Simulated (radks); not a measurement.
Problem. Species: Pr III. Configuration: [Xe] 4f3. Method: Dirac Kohn-Sham, PBEsol, spin-unpolarised, spherical densities, finite nucleus; open shells fill j = l - 1/2 first; Fermi nuclear charge, rms radius 4.8919 fm; computed with a radial shooting solver on a logarithmic mesh with Libxc functionals. Some entries of the table are withheld. Estimate them.

orbital,occ.,eigenvalue (Ry),<r^2> (bohr^2),<r> (bohr)
1s1/2,2,-3069.912,0.0007901,0.02410
2s1/2,2,-494.4589,(1),0.1026
2p1/2,2,(2),0.009135,0.08607
2p3/2,4,(3),0.01039,0.09237
3s1/2,2,-107.3669,0.08475,0.2721
3p1/2,2,-95.86860,0.07967,0.2618
3p3/2,4,-88.85246,0.08713,0.2741
3d3/2,4,(4),0.07097,(5)
3d5/2,6,(6),0.07308,(7)
4s1/2,2,-22.05720,0.4379,0.6228
4p1/2,2,-17.75517,0.4670,0.6405
4p3/2,4,-16.24243,0.5085,0.6686
4d3/2,4,-9.17628,0.6058,0.7222
4d5/2,6,-8.91111,0.6227,0.7323
5s1/2,2,-3.79897,2.549,1.506
5p1/2,2,-2.65184,3.247,1.694
5p3/2,4,-2.44370,3.577,1.778
4f5/2,3,-1.02584,1.757,1.138
4f7/2,0,-1.00036,1.814,1.154
5d3/2,0,(8),7.857,2.603
5d5/2,0,(9),8.100,2.643
6s1/2,0,-0.95640,15.48,3.724

Solution. 
(1) 2s1/2 <r^2> (bohr^2): 0.01248
(2) 2p1/2 eigenvalue (Ry): -467.4492
(3) 2p3/2 eigenvalue (Ry): -432.0297
(4) 3d3/2 eigenvalue (Ry): -68.76130
(5) 3d3/2 <r> (bohr): 0.2453
(6) 3d5/2 eigenvalue (Ry): -67.24838
(7) 3d5/2 <r> (bohr): 0.2491
(8) 5d3/2 eigenvalue (Ry): -0.99707
(9) 5d5/2 eigenvalue (Ry): -0.97925
